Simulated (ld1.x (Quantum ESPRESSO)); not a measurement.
How hard is this chromium TM potential?

ld1.x (Quantum ESPRESSO) 7.5 input, shortened:

```
&input
   title='Cr', zed=24., rel=1, dft='PBE', iswitch=3,
   config='[Ar] 3d5 4s1 4p0'
 /
 &inputp
   pseudotype=2, tm=.true., lloc=0,
   nlcc=.false.
 /
3
4P  2  1   0.00   0.00  3.15  3.15  0.0
3D  3  2   5.00   0.00  1.95  1.95  0.0
4S  1  0   1.00   0.00  2.25  2.25  0.0
 &test
   configts(1)='3d5 4s1 4p0'
 /
```

The pseudo-atom Hamiltonian at the reference potential is diagonalised in spherical Bessel functions j_l(qr) that vanish at 20 bohr, with q² up to the cutoff. All-electron valence levels (Ry): 4p -0.0727, 3d -0.2141, 4s -0.2945.

**Question.** How do the lowest levels (Ry) of each channel move with the cutoff, and are there ghosts?

**Answer.**

| cutoff (Ry) | p #1 | p #2 | d #1 | d #2 | s #1 | s #2 | f #1 | Σ f·Δε (mRy) |
| --- | --- | --- | --- | --- | --- | --- | --- | --- |
| 8 | -0.0726 | 0.0492 | 0.0505 | 0.1348 | -0.2927 | 0.0049 | 0.1056 | 1324.7 |
| 12 | -0.0726 | 0.0492 | 0.0504 | 0.1345 | -0.2933 | 0.0049 | 0.1056 | 1323.7 |
| 18 | -0.0726 | 0.0492 | 0.0500 | 0.1330 | -0.2944 | 0.0047 | 0.1056 | 1320.9 |
| 21 | -0.0726 | 0.0492 | 0.0497 | 0.1314 | -0.2944 | 0.0047 | 0.1056 | 1318.9 |
| 30 | -0.0726 | 0.0492 | 0.0441 | 0.1072 | -0.2944 | 0.0047 | 0.1056 | 1291.2 |
| 40 | -0.0726 | 0.0492 | -0.1224 | 0.0561 | -0.2945 | 0.0047 | 0.1056 | 458.5 |
| 50 | -0.0726 | 0.0492 | -0.1992 | 0.0548 | -0.2945 | 0.0047 | 0.1056 | 74.4 |
| 60 | -0.0726 | 0.0492 | -0.2119 | 0.0546 | -0.2945 | 0.0047 | 0.1056 | 11.0 |
| 70 | -0.0726 | 0.0492 | -0.2138 | 0.0546 | -0.2945 | 0.0047 | 0.1056 | 1.5 |
| 90 | -0.0726 | 0.0492 | -0.2139 | 0.0546 | -0.2945 | 0.0047 | 0.1056 | 1.0 |
| 110 | -0.0726 | 0.0492 | -0.2140 | 0.0546 | -0.2945 | 0.0047 | 0.1056 | 0.5 |
| 400 | -0.0726 | 0.0492 | -0.2141 | 0.0546 | -0.2945 | 0.0047 | 0.1056 | 0.0 |

Result: no extra level below or beside the all-electron valence levels (p, d, s, f tested); 10 mRy is reached at 70 Ry and 1 mRy at 90 Ry.

Its largest configuration-test error is -890 meV.
